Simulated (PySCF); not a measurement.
One of the candidates below gave these computed data.

All candidates are C5H12Si.

| technique | computed result |
| --- | --- |
| Polarisability | 86.5 au [B3LYP/def2-SVPD] |
| 13C NMR | chemical shifts (computed TMS as zero) by class: 33.7 (1 C), 22.3 (1 C), 16.8 (1 C), 11.9 (1 C), 0.0 (1 C) ppm [GIAO PBE0/pcSseg-1] |
| Rotational structure | rotational constants A, B, C: 4.874, 1.558, 1.281 GHz [GFN2-xTB] |
| UV, first state | lowest singlet excitation: 7.14 eV (174 nm, f = 0.012) [TDDFT B3LYP/def2-SVPD] |
| 1H NMR | chemical shifts (computed TMS as zero) by class: 3.87 (3 H), 2.19 (1 H), 1.13 (3 H), 0.51 (1 H), 0.45 (1 H), 0.40 (1 H), 0.39 (1 H), -0.66 (1 H) ppm [GIAO PBE0/pcSseg-1] |
| Dipole | 0.81 D [B3LYP/def2-SVPD] |
| NMR, other nuclei | isotropic shieldings of nuclei other than C and H, by class: 411 (1 Si) ppm [GIAO PBE0/pcSseg-1] |
| UV, strongest line | among the 8 lowest singlet transitions: S6 at 7.80 eV (159 nm, f = 0.045) [TDDFT B3LYP/def2-SVPD] |

Gas-phase values; electronic properties from PySCF, density fitting. Levels stand in brackets. Isolated species at its GFN2-xTB geometry (one conformer only). NMR values are class means; diastereotopic atoms form classes of their own.

**Question.** Which candidate is it?
A. `C=C([SiH3])C(C)C`
B. `CCC1C[SiH2]C1`
C. `CC[C@@H]1C[C@H]1[SiH3]`

**Answer.** C. It is `CC[C@@H]1C[C@H]1[SiH3]`. Numbering: `[CH3:1][CH2:2][C@@H:3]1[CH2:4][C@H:5]1[SiH3:6]`. Its formula, C5H12Si, gives 1 degree of unsaturation: 1 ring and 0 π bonds in the structure found. 5 carbons fall into 5 classes; from least to most shielded: chain CH2 carbon [C2] (33.7 ppm), three-membered-ring carbon [C3] (22.3 ppm), methyl carbon [C1] (16.8 ppm), three-membered-ring carbon [C4] (11.9 ppm), ring sp3 carbon bound to silicon [C5] (0.0 ppm). Hydrogen classes from least to most shielded: 3 H on an SiH3 silicon, Si6 (3.87 ppm, a mean of values up to 1.0 ppm apart in this geometry), 1 H on a chain CH2 carbon, C2 (2.19 ppm), 3 H on a methyl carbon, C1 (1.13 ppm), 1 H on a three-membered-ring carbon, C3 (0.51 ppm), 1 H on a three-membered-ring carbon, C4 (0.45 ppm), 1 H on a three-membered-ring carbon, C4 (0.40 ppm), 1 H on a chain CH2 carbon, C2 (0.39 ppm), 1 H on an sp3 carbon bound to silicon, C5 (-0.66 ppm). The other shieldings belong to: 411 ppm, SiH3 silicon [Si6]. The optimised geometry has point group C1 and is an asymmetric top.

The others, at the same levels:
- `C=C([SiH3])C(C)C` fails: it has 4 carbon classes against 5; its computed 13C shifts are 158.4 (1 C), 134.3 (1 C), 45.8 (1 C), 24.2 (2 C) ppm, 1H shifts are 6.31 (1 H), 5.55 (1 H), 4.15 (3 H), 2.40 (1 H), 1.09 (6 H) ppm and rotational constant A is 3.350 GHz (against 4.874 GHz).
- `CCC1C[SiH2]C1` fails: it has 4 carbon classes against 5; its computed 13C shifts are 39.9 (1 C), 37.8 (1 C), 17.3 (2 C), 14.1 (1 C) ppm, 1H shifts are 4.69 (1 H), 4.69 (1 H), 2.18 (1 H), 1.61 (2 H), 1.42 (2 H), 1.05 (2 H), 0.95 (3 H) ppm and rotational constant A is 6.909 GHz (against 4.874 GHz).

Each candidate is one conformer, not necessarily the lowest. Dipoles, sizes and rotational constants follow the conformer. The torsions of the flexible species, by atom-mapped SMILES:
- `[CH3:1][CH2:2][C@@H:3]1[CH2:4][C@H:5]1[SiH3:6]`: C1–C2–C3–C4 154°
- `[CH2:1]=[C:2]([SiH3:3])[CH:4]([CH3:5])[CH3:6]`: C1–C2–C4–C5 120°
- `[CH3:1][CH2:2][CH:3]1[CH2:4][SiH2:5][CH2:6]1`: C1–C2–C3–C4 177°
